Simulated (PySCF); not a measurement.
**Computed data sheet: `CC(C)N([SiH3])[SiH2]Cl`**

Species: C3H12ClNSi2.
Z-matrix (Å and degrees, GFN2-xTB geometry), rows numbered from 1:
```
C 
C   1  1.5274
C   2  1.5251  1  111.14
N   2  1.4600  1  111.41  3   125.62
Si  4  1.7475  2  116.13  1   101.78
Si  4  1.7275  2  119.31  1   -76.11
Cl  6  2.0092  4  108.86  2   152.45
H   1  1.0870  2  109.86  3  -178.78
H   1  1.0865  2  110.61  3   -58.87
H   1  1.0875  2  110.11  3    61.37
H   2  1.0963  1  107.52  3  -117.55
H   3  1.0877  2  109.88  1   -63.44
H   3  1.0869  2  109.93  1   176.91
H   3  1.0865  2  110.90  1    56.77
H   5  1.4651  4  106.16  2    41.66
H   5  1.4550  4  108.42  2   160.43
H   5  1.4670  4  109.78  2   -77.29
H   6  1.4610  4  111.82  2    35.51
H   6  1.4646  4  111.31  2   -89.68
```

From GFN2-xTB geometry:

```yaml
Point_group_of_the_GFN2-xTB_geometry: C1
Rotational_constants_A_B_C_of_the_GFN2-xTB_geometry: 1.940, 0.995, 0.796 GHz
```

**PBE0/pcSseg-1 ground state and GIAO shieldings, non-relativistic (PySCF)**

```yaml
Dipole_moment: 2.30 D
HOMO_energy: -7.03 eV
LUMO_energy: 0.46 eV
HOMO–LUMO_gap: 7.49 eV
Lowest_Hirshfeld_atomic_charge: -0.26 e on N4
Highest_Hirshfeld_atomic_charge: +0.36 e on Si6
13C_chemical_shifts_computed_TMS_as_zero_by_class: 53.7 (C2), 25.3 (C1/C3) ppm
1H_chemical_shifts_computed_TMS_as_zero_by_class: 5.59 (H18/H19), 4.74 (H15/H16/H17), 3.13 (H11), 1.30 (H8/H9/H10/H12/H13/H14) ppm
Isotropic_shieldings_of_nuclei_other_than_C_and_H_by_class: 231 (N4), 375 (Si6), 400 (Si5), 966 (Cl7) ppm
Mayer_bond_orders_between_heavy_atoms: C1–C2 1.03, C2–C3 1.05, C2–N4 0.88, N4–Si5 0.90, N4–Si6 0.95, Si6–Cl7 0.97
```

Monoisotopic mass from the formula: 153.0197 u.

The dipole matches unit charges of opposite sign 0.48 Å apart (1 e·Å = 4.8032 D). With B = h/(8π²I), that is 505.379 GHz u Å² over I, the principal moments of inertia are 260.5, 507.7 and 635.3 u Å² (most abundant isotopes); the inertial defect Ic − Ia − Ib is -132.9 u Å² (zero for a rigid planar frame, negative otherwise). The rotational constants make it an asymmetric top with κ = (2B − A − C)/(A − C) = -0.65, nearer the prolate limit (−1).

Isolated species at its GFN2-xTB geometry (one conformer only). GFN2-xTB frequencies show an imaginary mode (46i cm⁻¹), so this geometry is no minimum at that level. NMR classes are plain means over equivalent atoms (diastereotopic ones count apart unless rotation or inversion swaps them), as if these changed places fast; in this geometry the members of some classes differ.

For the NMR shielding job (PBE0/pcSseg-1), the run took 79 s wall (grids of density and orbitals included) on Arm Neoverse N1, one thread, no GPU, shared host with 64 logical CPUs at a one-minute load of 60, and the process peaked at 0.91 GiB of memory.
